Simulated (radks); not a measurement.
Q: All-electron atom: neutral titanium in [Ar] 3d3.25 4s0.75 (fractional occupations, a model configuration). Calculated with a radial shooting solver on a logarithmic mesh with Libxc functionals: Dirac Kohn-Sham, BLYP, spin-unpolarised, spherical densities, finite nucleus; open shells are shared between the two j in proportion to 2j + 1; Fermi nuclear charge, rms radius 3.5921 fm.

Spin-orbit splittings of the eigenvalues, e(l+1/2) - e(l-1/2), with zeta = 2 splitting/(2l+1) and mean radii in bohr:

| shell | occ. | splitting (eV) | zeta (eV) | <r> j=l-1/2 | <r> j=l+1/2 |
|---|---|---|---|---|---|
| 2p | 6 | 5.784 | 3.856 | 0.2880 | 0.2907 |
| 3p | 6 | ? | ? | 1.095 | 1.104 |
| 3d | 3.25 | 0.03556 | 0.01423 | 2.052 | 2.068 |

Estimate the 3p splitting.

A: 0.6467 eV (zeta = 0.4311 eV).
